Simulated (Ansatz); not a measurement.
Species: C2H5NO, SMILES `CNC=O` (C–N–C–O torsion 0°) (charge 0, multiplicity 1).

Give a relaxed geometry from Ansatz (an electronic-structure program) with B3LYP-D3(BJ)/def2-TZVP.

Several could match; the one computed here: the end point of this relaxation, one of several conformers (outside a Z-matrix the atoms follow the SMILES, hydrogens last).
Bonded distances (Å): C1–N2 1.450, C1–H5 1.092, C1–H6 1.087, C1–H7 1.092, N2–C3 1.356, N2–H8 1.006, C3–O4 1.213, C3–H9 1.105. Angles (°): N2–C1–H5 111.1, N2–C1–H6 107.7, N2–C1–H7 111.1, H5–C1–H6 109.0, H5–C1–H7 109.0, H6–C1–H7 109.0, C1–N2–C3 123.3, C1–N2–H8 119.2, C3–N2–H8 117.6, N2–C3–O4 125.6, N2–C3–H9 111.9, O4–C3–H9 122.5.
